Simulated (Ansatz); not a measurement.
`C=[N][SbH2]`. Charge 0, multiplicity 1. Sb takes the def2 core potential. All single points use the PBE0-D4/def2-TZVP geometry.

```xyz
7

C     0.931   -0.836   -0.238
N     0.032   -0.754    0.637
Sb   -0.895    1.046    1.019
H     1.439   -1.798   -0.391
H     1.265   -0.016   -0.892
H    -2.362    0.533    0.306
H    -0.410    1.825   -0.440
```

Task: What is the dipole moment at PBE/def2-TZVPP? (Estimate.)

Result: The calculation gave: 1.21 D, with components (0.62, 0.85, -0.61) D in this frame, pointing from negative to positive charge.

Task: And with r2SCAN, B3LYP, ωB97M-V? (Estimate.)

Result: The calculation gave: r2SCAN 1.28 D, B3LYP 1.31 D, ωB97M-V 1.37 D.

Task: Give the Mulliken charges with PBE, ωB97M-V, r2SCAN in def2-TZVPP. (An estimate is asked.)

Result: Computed: 
```csv
atom,PBE,ωB97M-V,r2SCAN
C1,-0.08,-0.07,0.02
N2,-0.33,-0.39,-0.42
Sb3,0.45,0.44,0.50
H4,0.09,0.10,0.07
H5,0.07,0.08,0.05
H6,-0.09,-0.07,-0.10
H7,-0.12,-0.10,-0.13
```

B3LYP here is the variant with VWN-RPA as its local correlation; programs differ in this.
